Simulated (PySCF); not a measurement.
# One molecule, several mistakes: AlClH2N

Calculated results; nothing here was measured. The program is PySCF 2.14.0, an open-source quantum chemistry code, run on an isolated molecule that a program drew, which may never have been made. The molecule is AlClH2N (charge 0, doublet), drawn as the SMILES string `[NH2][Al][Cl]`.

Each row is a Hartree-Fock (HF) and frozen-core CCSD(T) single point in the cc-pV(D+d)Z basis, meant for a local HF minimum. Run 1 is clean. Each other run has one planted mistake out of seven kinds, and not every kind appears here: one electron removed, one electron added, multiplicity raised by two, geometry at a saddle point, minimal basis STO-3G, one bond length entered in bohr, all coordinates scaled. The reference is restricted for singlets and unrestricted otherwise, and also for a bond in bohr. Adding or removing an electron swaps singlet and doublet. Electrons count all cores. HOMO and LUMO are orbital energies over both spins, the gradient is its largest component, and the lowest frequency (negative if imaginary) is given only where the gradient is small. Bond lengths are over the 4 bonds as drawn. T1 is the CCSD diagnostic: over 0.02 (restricted) or 0.045 (unrestricted) a single reference is doubtful.

Geometry of the clean run:
```xyz
5
AlClH2N, angstrom
N    -0.7426    2.1965   -1.5391
Al   -0.8323    0.5323   -0.9765
Cl   -1.8719   -0.8342   -2.2444
H    -0.2886    2.9469   -1.0527
H    -1.1397    2.5344   -2.3975
```

```
run  electrons  basis functions  <S^2>  HOMO (eV)  LUMO (eV)  gradient (hartree/bohr)  lowest frequency (cm^-1)  mean bond (Å)  longest bond (Å)      T1  HF (hartree)  CCSD(T) (hartree)                          mistake
  1         39               70  0.753      -8.84       0.88                  2.7e-05                       191         1.4752             2.134  0.0143    -757.12740         -757.51649                         no fault
  2         39               70  3.760      -5.05      -0.72                  1.0e-01                         -         1.4752             2.134  0.0144    -756.97707         -757.32755       multiplicity raised by two
  3         39               70  1.495      -8.98       0.74                  2.0e-02                         -         1.6983             2.134  0.0672    -756.98156         -757.36853  one bond length entered in bohr
  4         39               70  0.754      -9.23       0.43                  4.1e-02                         -         1.5622             2.260  0.0167    -757.11322         -757.50784           all coordinates scaled
  5         39               25  0.753      -6.08       5.94                  4.2e-02                         -         1.4752             2.134  0.0159    -748.56947         -748.65212                                ?
  6         40               70  0.000      -0.55       7.63                  6.4e-02                         -         1.4752             2.134  0.0135    -757.11926         -757.53885                                ?
```

**Which mistake was planted in run 5, and what did it cost?**

It has 25 basis functions where the clean run has 70, with the same electrons and geometry. So the mistake is: minimal basis STO-3G. Subtracting run 1 and multiplying by 627.51 kcal/mol a hartree, the energy moved by 5370.2 kcal/mol in HF and 5562.5 kcal/mol in CCSD(T).

**Which mistake was planted in run 6, and what did it cost?**

It counts 40 electrons, one more than the clean run, at the same geometry and basis. So the mistake is: one electron added. Subtracting run 1 and multiplying by 627.51 kcal/mol a hartree, the energy moved by 5.1 kcal/mol in HF and -14.0 kcal/mol in CCSD(T).

Cautions from the logs. Run 3: T1 is over the limit, so its CCSD(T) energy is less reliable.
